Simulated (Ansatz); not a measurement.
Gas-phase reaction in SMILES: COC(C)=O → C[C]=O + C[O] (the C-O bond at the site shown breaks; other sites are not compared here)
Structures are relaxed separately at B3LYP-D3(BJ)/def2-TZVP in Ansatz (an electronic-structure program), one conformer each, not searched for the lowest.
Geometry of the first species:
```
C
O 1 1.2040
O 1 1.3493 2 123.34
C 3 1.4355 1 115.70 2 0.02
H 4 1.0864 3 105.63 1 -180.00
H 4 1.0894 5 110.63 3 -119.58
H 4 1.0894 5 110.63 6 -120.84
C 1 1.5038 2 125.65 3 179.96
H 8 1.0861 1 109.50 2 0.46
H 8 1.0907 9 110.06 1 -120.98
H 8 1.0908 9 110.01 10 -118.15
```
Charge 0, spin multiplicity 1.

Quantity: bond dissociation energy (electronic energy difference), in eV. Correlated levels leave the core frozen unless marked. Open shells are spin-unrestricted. No spin-orbit coupling. No relativistic terms. CBS(X,Y): correlation extrapolated as X^-3; Hartree-Fock from the larger set. [CCSD(T)-MP2]/basis is that difference in the basis named.

```tsv
level	program	bond dissociation energy (eV)
PBE-D4/def2-TZVPD	Ansatz + dftd4	4.39
r2SCAN/def2-TZVPD	Ansatz	4.28
PBE0/STO-3G	Ansatz	4.43
HSE06/def2-TZVPD	Ansatz	4.33
B2GP-PLYP-D4/def2-TZVPD	Ansatz + dftd4	4.46
B2GP-PLYP/def2-TZVPD	Ansatz	4.43
B2PLYP/def2-TZVPD	Ansatz	(withheld)
RPA@PBE/cc-pVTZ	Ansatz	(withheld)
SCS-MP2/6-31G*	Ansatz	4.66
SCS-MP2/cc-pVDZ	Ansatz	4.55
SCS-MP2/cc-pVTZ	Ansatz	4.76
CCSD/cc-pwCVTZ	Ansatz	4.39
RI-MP2/CBS(cc-pVTZ,cc-pVQZ)+[CCSD(T)-MP2]/cc-pVTZ	Ansatz	(withheld)
```

What belongs in the gaps?


- B2PLYP/def2-TZVPD, bond dissociation energy (eV): 4.34
- RPA@PBE/cc-pVTZ, bond dissociation energy (eV): 4.26
- RI-MP2/CBS(cc-pVTZ,cc-pVQZ)+[CCSD(T)-MP2]/cc-pVTZ, bond dissociation energy (eV): 4.62
